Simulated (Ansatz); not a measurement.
Reaction (substitution at a C–C bond): `CC(C)=[Se]` + `Sc1ccccc1` → `CSc1ccccc1` + `CC=[Se]`

Computed with Ansatz on PBE0-D4/def2-TZVP structures; ΔE is electronic, products minus reactants. CBS: MP2 limit from def2 TZ/QZ plus the TZ coupled-cluster correction, frozen cores. DFT in def2-TZVPP. B3LYP here is the variant with VWN-RPA as its local correlation; programs differ in this. For Se outer-core shells are correlated without core-valence functions, which leaves a few kJ/mol of doubt a bond. Scalar relativity is left out up to krypton. Each species was taken in one conformer, which may not be the lowest.

`CC(C)=[Se]`:

Cartesian coordinates in Å:
```
C -0.623 0.627 0.917
C -0.452 -0.078 -0.383
C 0.923 -0.576 -0.663
Se -1.787 -0.308 -1.515
H -1.645 0.966 1.069
H -0.333 -0.036 1.741
H 0.056 1.487 0.966
H 1.240 -1.261 0.133
H 0.989 -1.082 -1.623
H 1.633 0.261 -0.643
```

`Sc1ccccc1`:

```xyz
13

S     2.385   -1.037    1.152
C     0.915   -0.374    0.452
C     0.568    0.932    0.789
C    -0.580    1.502    0.266
C    -1.395    0.783   -0.595
C    -1.049   -0.517   -0.930
C     0.097   -1.097   -0.412
H     2.310   -2.241    0.566
H     1.200    1.501    1.461
H    -0.838    2.520    0.537
H    -2.293    1.233   -1.002
H    -1.677   -1.091   -1.602
H     0.355   -2.115   -0.682
```

`CSc1ccccc1`:

Cartesian coordinates in Å:
```
C 1.411 -2.289 1.147
S 2.009 -0.656 0.723
C 0.584 0.147 0.092
C 0.750 1.468 -0.330
C -0.320 2.178 -0.841
C -1.574 1.588 -0.942
C -1.740 0.279 -0.524
C -0.672 -0.443 -0.009
H 2.273 -2.824 1.546
H 1.041 -2.823 0.271
H 0.638 -2.247 1.917
H 1.726 1.935 -0.254
H -0.173 3.202 -1.164
H -2.411 2.146 -1.343
H -2.712 -0.196 -0.596
H -0.830 -1.465 0.310
```

`CC=[Se]`:

Z-matrix (Å, degrees):
```
C
C 1 1.478
H 1 1.097 2 109.8
H 1 1.097 2 109.8 3 115.9
H 1 1.089 2 112.1 3 -122.0
Se 2 1.752 1 126.4 3 122.0
H 2 1.090 1 115.4 3 -58.0
```

Q: Is it downhill or uphill in electronic energy at CCSD(T)/CBS, and by how much? (An estimate is asked.)

A: Ansatz gave: Uphill: ΔE = +0.24 eV.

Q: What do these levels give: r2SCAN-D4, PBE0-D4, B3LYP-D4, ωB97X-V, ωB97M-V, B2PLYP, r2SCAN, PBE0, B3LYP, SCS-MP2/def2-QZVPP, HF/CBS(def2), MP2/CBS(def2)? (An estimate is asked.)

A: The calculation gave: r2SCAN-D4 0.25, PBE0-D4 0.24, B3LYP-D4 0.23, ωB97X-V 0.25, ωB97M-V 0.25, B2PLYP 0.24, r2SCAN 0.25, PBE0 0.25, B3LYP 0.24, SCS-MP2/def2-QZVPP 0.23, HF/CBS(def2) 0.27, MP2/CBS(def2) 0.24 eV.

Largest T1 diagnostic among the species: 0.016.
